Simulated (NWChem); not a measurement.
System: CH3Li; SMILES [Li][CH3]

The following NWChem deck was run.

```
start job
memory heap 200 mb stack 900 mb global 1100 mb
geometry units angstroms noautoz
  Li     0.000000     0.000000    -1.578787
  C      0.000000     0.000000     0.383494
  H      0.715555     0.715555     0.812104
  H      0.261911    -0.977466     0.812104
  H     -0.977466     0.261911     0.812104
end
basis spherical
  Li library 6-311g**
  C library 6-311g**
  H library 6-311g**
end
dft
  xc xtpss03 ctpss03
  iterations 150
  mulliken
end
task dft energy
```

Coordinates come from a PBE0-D3(BJ)/def2-TZVP optimisation.

**Question.** What results follow from this input? (TPSS/6-311G** (spherical d).) Quantities: basis functions; energy (Ha); highest occupied level (eV); orbital gap (eV); dipole (D).

**Answer.** 
```json
{
 "number_of_basis_functions": "54",
 "energy (Ha)": "-47.42",
 "highest occupied level (eV)": "-3.89",
 "orbital gap (eV)": "2.45",
 "dipole (D)": "5.36"
}
```
